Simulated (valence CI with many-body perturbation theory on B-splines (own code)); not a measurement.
Au⁴⁰⁺ in brief

Level of theory: configuration interaction combined with many-body perturbation theory (CI+MBPT): three valence electrons over a frozen Dirac-Fock core [Kr], radial functions for each j: 7 s, 7 p, 8 d, 6 f, 4 g, 1 h, with the one-electron correlation potential Σ1 (screened to all orders), the two-electron term Σ2, the three-electron term Σ3, Breit, model QED; selected single and double excitations, second order for the rest, scaled by the run's own slope (own B-spline code, finite nucleus).

The last digits are not significant, and no measured levels were compared; by estimate large intervals hold to a few tenths of a per cent, small ones and those within an open d or f shell to about a per cent. Only levels of the ground parity were solved; by the run's estimate the other parity begins above the list, which can be wrong where configurations are misplaced.

Levels are named by their leading jj configuration (3d3/2^4 stands for four electrons in 3d with j = 3/2), which in mixed levels can hold well under half, so a name can repeat and another be missing.

Rates and lifetimes use the calculated energies. Strong lines usually hold to 10 to 20 %, long lifetimes can be off by a factor of two.

(1) What is the ground level?

(2) How well does LS coupling describe the low levels?

(3) Name the longest-lived excited levels whose lifetime is computed, and their main decay.

(4) What is the ionisation energy?

Answers

(1) (4d3/2^3) J=3/2, composition 46 % 4d3 4F + 38 % 4d3 2D + 11 % 4d3 2P, g = 0.712.

(2) Among the lowest 19 levels the leading LS term, summed over configurations, holds 56 % on average. For single configurations the figures are 56 % in LS and 98 % in jj coupling. Terms mix most in the J = 5/2 level at 54.763 eV, where the leading one holds 38 %.

(3) (4d3/2^2 4d5/2) J=9/2 at 27.173 eV lives 25.7 s, mostly by M1 to (4d3/2^2 4d5/2) J=7/2.

(4) 1905.2 eV; NIST lists 1904 ± 4 eV (theoretical).
